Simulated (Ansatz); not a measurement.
Coupled-cluster diagnostics for [MnCl4]- (MnCl4⁻), Ansatz.

Geometry of the quintet (PBE-D4/def2-SVPD):

Cartesian coordinates in Å:
```
Mn 0.000 0.000 0.000
Cl 0.174 2.153 -0.617
Cl 2.188 -0.506 0.058
Cl -0.748 -1.874 -0.987
Cl -1.614 0.226 1.547
```

Correlated methods freeze 25 core orbitals; core or outer-core shells of Mn are correlated, in sets that lack core-valence functions.

Geometry of the charge -1 singlet (PBE-D4/def2-SVPD):

Cartesian coordinates in Å:
```
Mn 0.000 0.000 0.000
Cl 1.041 -1.903 -0.067
Cl 0.442 1.130 -1.800
Cl 0.656 1.123 1.738
Cl -2.138 -0.349 0.129
```

Geometry of the charge -1 triplet (PBE-D4/def2-SVPD):

```xyz
5

Mn   -0.036    0.060    0.002
Cl    1.211    1.809   -0.583
Cl   -0.085   -1.037   -1.925
Cl   -2.136   -0.254    0.672
Cl    1.047   -0.579    1.835
```

**Question.** Estimate the CCSD(T) correlation energy, the shares of MP2 and (T), T1 and the reference's ⟨S²⟩ for: charge -1, quintet, own geometry in def2-SVPD; charge -1, singlet, own geometry in def2-SVPD; charge -1, triplet, own geometry in def2-SVPD; charge 0, quartet, vertical in def2-SVPD; and the rough time on 4 threads of Arm Neoverse V1 on a shared host.

**Answer.** 
| state | basis | correlation (eV) | MP2 share (%) | (T) share (%) | T1 | ⟨S²⟩ (pure) | wall time | remarks |
| --- | --- | --- | --- | --- | --- | --- | --- | --- |
| charge -1, quintet, own geometry | def2-SVPD | -26.436 | 90.9 | 3.5 | 0.024 | 6.29 (6.00) | 1.8 min | spin-contaminated |
| charge -1, singlet, own geometry | def2-SVPD | -28.045 | 89.4 | 4.4 | 0.033 | 0.00 (0.00) | 29 s | restricted SCF unstable |
| charge -1, triplet, own geometry | def2-SVPD | -27.887 | 86.6 | 5.6 | 0.030 | 3.02 (2.00) | 3.1 min | flagged by the program, spin-contaminated |
| charge 0, quartet, vertical | def2-SVPD | -24.473 | 88.5 | 3.1 | 0.049 | 5.73 (3.75) | 2.4 min | spin-contaminated |
Customary marks for T1 are 0.02 (closed shells), 0.045 (open shells) and about 0.05 (3d metals). T1 exceeds 0.02 in 4 of 4 rows and 0.045 in 1; the higher it lies, the less the single-reference result can be trusted.
